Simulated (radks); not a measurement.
Spherical quantum dot in the effective-mass picture: electrons in a hard-walled sphere of radius 2.2, with a point charge +2 (a donor) at the centre, all in effective atomic units (hartree* = m*/eps^2 hartree, bohr* = eps/m* bohr), one dielectric constant everywhere. Calculated with a radial shooting solver with Libxc functionals: non-relativistic Kohn-Sham, LDA (Slater exchange, Perdew-Wang correlation), spin-polarised, spherical densities. Levels are named by radial order and angular momentum (1s, 1p, 1d, 2s, ...), and open shells are averaged over m.

N = 20, configuration 1s2 1p6 1d10 2s2. This is the lowest configuration that the search found. Occupied and some empty levels:

| level | occupation | eigenvalue (hartree*) | <r> (bohr*) |
|---|---|---|---|
| 1s | 2 | 11.630 | 1.190 |
| 1p | 6 | 12.515 | 1.434 |
| 1d | 10 | 13.611 | 1.520 |
| 2s | 2 | 13.864 | 0.9549 |
| 1f | 0 | 15.017 | 1.580 |
| 2p | 0 | 16.678 | 1.126 |
| 1g | 0 | 16.718 | 1.627 |

Energy (hartree*): total 139.137, kinetic 60.435, external -34.698, Hartree 127.45, exchange-correlation -14.054. Static polarisability (adiabatic kernel): 3.642 bohr*^3.
